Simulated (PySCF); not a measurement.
# A bond scan of B2H2N

These are calculations, not measurements. The program is PySCF 2.14.0, an open-source quantum chemistry code, run on an isolated molecule that a program drew, which may never have been made. The molecule is B2H2N (charge 0, doublet), drawn as the SMILES string `[BH]N=B`.

The structure below is the HF double-zeta minimum with every atom moved a little at random, so it isn't optimised. Bond B1-H4 is then set to each length in the table by shifting atom 4 along it, with nothing else relaxed.
```xyz
5
B2H2N, angstrom
B     1.1951    0.7568   -2.7305
N     1.9320    1.3067   -1.8095
B     2.7378    2.0780   -0.9384
H     0.4610    0.3639   -3.5903
H     3.8621    2.3464   -1.0275
```

E is the energy above the same method's energy at the HF double-zeta minimum. IE is the energy to remove one electron at fixed geometry, to the singlet state of charge +1, as a difference of total energies. The basis family is cc-pVnZ, with UHF for radicals and no spin-orbit coupling. Best is HF at quadruple zeta, plus MP2 correlation extrapolated from triple and quadruple zeta, plus CCSD(T) minus MP2 at triple zeta, with a frozen core. The other columns are at triple zeta.

| bond (Å) | E r2SCAN (kcal/mol) | E PBE (kcal/mol) | E CCSD(T) (kcal/mol) | E best (kcal/mol) | IE r2SCAN (eV) | IE PBE (eV) | IE CCSD(T) (eV) | IE best (eV) | T1 |
|---|---|---|---|---|---|---|---|---|---|
| 1.1259 | 3.62 | 3.05 | 2.89 | 3.44 | 7.670 | 7.563 | 7.387 | 7.440 | 0.023 |
| 1.1969 | ? | ? | ? | ? | ? | ? | ? | ? | ? |
| 1.4869 | 22.77 | 20.46 | 21.62 | 22.55 | 7.673 | 7.558 | 7.396 | 7.447 | 0.023 |
| 1.6469 | 39.07 | 35.94 | 37.51 | 38.55 | 7.678 | 7.560 | 7.402 | 7.453 | 0.026 |
| 1.6649 | 40.95 | 37.73 | 39.34 | 40.38 | 7.679 | 7.561 | 7.403 | 7.453 | 0.027 |

T1 is the CCSD diagnostic of the starting molecule.

**Estimate the best E and IE at 1.1969 Å from the other rows.**

A cubic in the inverse of the bond length through the other values of E best gives 2.76 kcal/mol there. A least-squares quadratic in the bond length through IE best gives 7.441 eV. The calculation gives 3.09 kcal/mol and 7.440 eV, so the fits miss by 0.33 kcal/mol and 0.001 eV. The same recipe one zeta lower moves these two values by 0.73 kcal/mol and 0.02 eV, a gauge of their own error. The rest of the row: E is 3.25 (r2SCAN), 2.37 (PBE), 2.46 (CCSD(T)); IE is 7.669 (r2SCAN), 7.560 (PBE), 7.387 (CCSD(T)); T1 is 0.023.
